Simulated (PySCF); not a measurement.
C3H11Cl3Si3, SMILES CC(C)[SiH2][SiH2][Si](Cl)(Cl)Cl, GFN2-xTB optimised geometry. Atoms within 1.6 Å of the plane z = 1.5 Å (x, y, z in Å): C1 (1.70, -0.26, 1.18), C2 (1.16, -1.06, 0.00), Si4 (-0.76, -1.06, 0.00), Si5 (-1.56, 1.13, 0.00), Si6 (-2.05, 1.95, 2.12), Cl8 (-3.07, 3.70, 2.17), H10 (2.79, -0.31, 1.21), H11 (1.41, 0.78, 1.10), H12 (1.33, -0.65, 2.12), H13 (1.50, -2.10, 0.11), H18 (-1.21, -1.81, 1.18).

Level of theory: B3LYP/def2-SVP run with PySCF. Cells within 0.4 Å of a nucleus heavier than hydrogen are left out (blank, or x).

Map of the HOMO−1 amplitude (bohr^(-3/2)) on the plane z = 1.5 Å; orbital energy -8.20 eV, overall sign arbitrary:

```
|344443333333333333333333333|
|344433333333333333333333333|
|344332233333333333333333333|
|333320123334333333333333333|
|333310023344333333333333333|
|333321123444333333333333333|
|333332345544333333333333333|
|333334567764433333333333333|
|333344689975433333333333333|
|333344689975433444333333333|
|333334578875444444433333333|
|333333456665444444333333333|
|333333445554444454322223333|
|333333344444334565100123333|
|33333334444333456x100123333|
|333333444443333455321223333|
|333334444444333444432333333|
|333334444444333344433333333|
|333344444554333344443333333|
|333334444444433344443333333|
|333334444444433344443333333|
|333333444444433334433333333|
|333333344444433333333333333|
|333333333333333333333333333|
|333333333333333333333333333|
|333333333333333333333333333|
|333333333333333333333333333|
```
Scale: ten equal steps from -0.071 (start of '0') to 0.111 (end of '9'), in the order '0123456789'; x runs from -5.00 to 5.00, y from -5.00 (bottom) to 5.00 (top).
